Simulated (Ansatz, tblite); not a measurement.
Removing and adding an electron: SnEt3(SiMe3) (C₉H₂₄SiSn). The state is a singlet with charge 0. Geometry: PBE-D4/def2-SVP. Ansatz, gas phase; energy differences of separate SCF runs; the oxidised species was run as a doublet alone; the reduced species was run as a doublet alone.

```xyz
35

Sn   -0.1501   -0.3263   -0.5685
C     1.3239   -0.2972   -2.2011
C     2.7695   -0.3757   -1.7046
H     1.1510    0.6300   -2.7872
H     1.0847   -1.1462   -2.8763
H     3.5037   -0.3643   -2.5399
H     3.0254    0.4774   -1.0403
H     2.9586   -1.3023   -1.1226
C     0.0141   -2.2782    0.4340
C    -0.9918   -2.4522    1.5738
H     1.0575   -2.3749    0.8013
H    -0.1189   -3.0608   -0.3430
H    -0.9009   -3.4428    2.0712
H    -0.8589   -1.6824    2.3638
H    -2.0402   -2.3664    1.2174
C    -2.1692   -0.2542   -1.4395
C    -2.4798   -1.4644   -2.3226
H    -2.2543    0.6947   -2.0096
H    -2.8863   -0.1777   -0.5951
H    -3.5051   -1.4197   -2.7515
H    -1.7763   -1.5451   -3.1781
H    -2.4090   -2.4175   -1.7572
Si    0.3069    1.5751    1.1413
C    -1.2841    1.9932    2.0945
C     1.6379    0.9965    2.3702
C     0.9251    3.1308    0.2398
H    -1.1005    2.8060    2.8294
H    -1.6637    1.1110    2.6497
H    -2.0867    2.3300    1.4067
H     1.3135    0.0846    2.9125
H     2.5886    0.7588    1.8503
H     1.8486    1.7853    3.1238
H     1.8526    2.9208   -0.3316
H     0.1669    3.5108   -0.4752
H     1.1472    3.9434    0.9643
```

In the def2 sets Sn takes a core potential; there is no spin–orbit coupling. The xTB rows come from tblite. HOMO above LUMO, or a gap near zero within one spin, warns that the state may not be the lowest or that an electron is smeared out.

| level | −HOMO (eV) | vertical IE (eV) | −LUMO (eV) | vertical EA (eV) | HOMO–LUMO gap (eV) | IE − EA (eV) | remarks |
| --- | --- | --- | --- | --- | --- | --- | --- |
| GFN2-xTB | 9.81 | 11.85 | 5.60 | 3.46 | 4.21 | 8.39 | – |
| PBE-D4/def2-SVP | 5.43 | 7.75 | -0.01 | – | 5.43 | – | gap within one spin near zero (+1 doublet) |

Estimate the rows for GFN1-xTB, PBE0-D4/def2-SVP.


```csv
level,−HOMO (eV),vertical IE (eV),−LUMO (eV),vertical EA (eV),HOMO–LUMO gap (eV),IE − EA (eV),remarks
GFN1-xTB,10.78,12.80,6.06,3.91,4.72,8.90,–
PBE0-D4/def2-SVP,6.50,8.05,-0.76,-1.97,7.26,10.02,HOMO above zero (-1 doublet)
```

Run but left out: PBE-D4/def2-SVP (charge -1 doublet: an occupied level 0.00 eV above an empty one).   A HOMO above zero means that the electron is unbound at that level or that self-interaction error raises the level; the energy of removing that electron tells which. Raw xTB energy differences between charge states are shifted by several eV; the methods need an empirical correction for them. Sets without diffuse functions give affinities that are too small. A negative affinity means that the extra electron isn't bound; its size then hangs on the basis.
